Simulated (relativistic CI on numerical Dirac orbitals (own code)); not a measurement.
Transition arrays of Zr¹⁷⁺

Computed by Dirac-Coulomb-Breit CI, separate exchange-only KLI orbitals for each configuration, model QED, valence Slater integrals scaled by 0.9, whole transition arrays (own radial code, finite nucleus).

Configuration list (outside the closed core [Ne] 3s2): 3p⁶3d⁵, 3p⁶3d⁴4f, 3p⁵3d⁶, 3p⁶3d⁴4p, 3p⁶3d⁴5f. Levels of other configurations are missing.

All E1 lines from the levels of 3p⁶3d⁵; mean and standard deviation are weighted by gf, and upper levels are sorted by their leading configuration.

```csv
Upper configuration,Lines,Σgf,Mean (eV),Mean (nm),σ (eV),Strongest line (nm)
3p⁶3d⁴4f,5470,815.2,401.84,3.085,4.90,3.062
3p⁵3d⁶,3245,276.6,157.79,7.857,11.84,7.133
3p⁶3d⁴4p,3245,56.5,303.04,4.091,4.82,4.092
3p⁶3d⁴5f,5470,322.3,503.38,2.463,5.47,2.449
```

Σgf per state of the lower configuration in bins of 0.2 nm over the central range (centre: value): 2.5: 1.27, 3.1: 3.19, 3.3: 0.04, 4.1: 0.20, 7.1: 0.09, 7.3: 0.17, 7.5: 0.16, 7.7: 0.15, 7.9: 0.12, 8.1: 0.09, 8.3: 0.07, 8.5: 0.08.

How do configuration mixing and the scaling of the Slater integrals move the arrays?

Slater scale 0.9, no configuration mixing: 3p⁶3d⁴4f 401.9 ± 4.9 eV (Σgf 813.9), 3p⁵3d⁶ 158.2 ± 11.9 eV (Σgf 300.6), 3p⁶3d⁴4p 303.2 ± 4.8 eV (Σgf 57.7), 3p⁶3d⁴5f 503.1 ± 5.5 eV (Σgf 247.3); Slater scale 1: 3p⁶3d⁴4f 402.6 ± 5.4 eV (Σgf 821.2), 3p⁵3d⁶ 159.4 ± 12.8 eV (Σgf 276.5), 3p⁶3d⁴4p 303.1 ± 5.3 eV (Σgf 56.5), 3p⁶3d⁴5f 503.7 ± 6.0 eV (Σgf 325.4); Slater scale 0.8: 3p⁶3d⁴4f 401.1 ± 4.4 eV (Σgf 809.2), 3p⁵3d⁶ 156.2 ± 10.9 eV (Σgf 276.7), 3p⁶3d⁴4p 303.0 ± 4.3 eV (Σgf 56.6), 3p⁶3d⁴5f 503.1 ± 4.9 eV (Σgf 319.3). With mixing, levels are counted to their leading configuration, so an array can shrink or vanish into another, and the sums then hold other lines.
